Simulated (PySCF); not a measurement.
# NMR data sheet: C$_{3}$H$_{3}$F$_{3}$O

| Quantity | Value |
| --- | --- |
| Formula | C3H3F3O |
| SMILES | C=COC(F)(F)F |
| Point group of the computed structure | Cs |
| Degrees of unsaturation | 1 |
| Carbon signals | 3 |
| Proton signals | 3 |

Numbering as in the mapped SMILES `[CH2:1]=[CH:2][O:3][C:4]([F:5])([F:6])[F:7]`. Each H is labelled by its parent atom. Ha(C1) is cis to O3; Hb(C1) is trans to O3.

Computed data (PySCF 2.14.0 with density-fitted response routines): NMR shieldings at PBE0/pcSseg-1/GIAO, spin–spin couplings from B3LYP/pcJ-1 (spin–dipole term only in couplings to heteroatoms), coordinates at the GFN2-xTB level. A single conformation, non-relativistic Hamiltonian, one averaged value for each set of equivalent atoms, gas phase.

Scale: ¹H, ¹³C vs TMS; ¹⁹F vs CFCl3; ¹⁷O vs H2O (reference shieldings calculated alike).

| carbon | δC, type | δH (multiplicity, J in Hz) | HMBC from (abs. J ≥ 3 Hz) | span of the C tensor (ppm) |
| --- | --- | --- | --- | --- |
| C1 | 103.7, CH2 | Ha(C1) 5.30 (ddq, 16.5, 6.0, 4.6); Hb(C1) 5.04 (ddq, 9.0, 6.0, 2.4) | H(C2) | 191 |
| C2 | 150.4, CH | 6.42 (ddq, 16.5, 9.0, 1.2) | Ha(C1), Hb(C1) | 171 |
| C4 | 130.1, C | – | H(C2) | 9 |

Other nuclei:
```
   atoms  nucleus                environment  δ (ppm)  σ (ppm)
F5/F6/F7      ¹⁹F  fluorine of an OCF3 group    -73.7    244.6
      O3      ¹⁷O               ether oxygen    172.8    163.2
```

Selected couplings (Hz, signed; the shortest-range and largest first, 30 at most; isotopes ¹³C, ¹⁹F, ¹H): ¹J(C4,F5) -333.3, ¹J(C2,H(C2)) 205.8, ¹J(C1,Hb(C1)) 170.8, ¹J(C1,Ha(C1)) 168.7, ¹J(C1,C2) 89.1, ²J(Ha(C1),Hb(C1)) -6.0, ²J(C2,C4) -2.2, ³J(Ha(C1),H(C2)) 16.5, ³J(Hb(C1),H(C2)) 9.0, ³J(C1,C4) 1.5, ⁴J(C1,F5) 2.4, ⁴J(F5,H(C2)) 1.2.

Carbon types of the structure: 1 × C, 1 × CH, 1 × CH2, which accounts for all hydrogens. δC 150.4: alkene carbon bearing oxygen; an sp2 carbon further deshielded by the attached heteroatom. δC 130.1: CF3 carbon; 4 electronegative neighbours deshield it. δC 103.7: β carbon of an enol-ether or enamine type C=C; the O or N lone pair pushes π density onto this β carbon and shields it. δH 6.42: hydrogen on an alkene carbon bearing oxygen; olefinic region. δH 5.30, 5.04: hydrogen on a β carbon of an enol-ether or enamine type C=C. The protons at 5.30 and 6.42 share a coupling of 16.5 Hz (vicinal, trans across C=C). The protons at 5.04 and 6.42 share a coupling of 9.0 Hz (vicinal, cis across C=C). The protons at 5.30 and 5.04 share a coupling of 6.0 Hz (geminal).

C–F couplings over four or more bonds (about 3 Hz to the para carbon of a fluoroarene) are left out. Common functionals overestimate the size of one-bond C–F couplings by tens of Hz; these are unscaled. Splittings below 1 Hz are ignored in the labels, and close J values are merged. Unscaled 3J(H,H) at this level run about 10 % above measured values. Shifts are as computed. Against solution values, carbons near 30 ppm lie about +3 ppm off and those near 130 ppm about +5 ppm. Of 1211 compounds with measured shifts, 218 miss one by over three times the rms of a fit or turn the order of signals round; such compounds aren't used in these exercises. Unscaled 19F shifts against computed CFCl3 carry errors that often reach 10 to 50 ppm. Experimental scales use liquid or dissolved standards, which lie at an offset from isolated H2O (liquid H2O: subtract about 36 ppm).
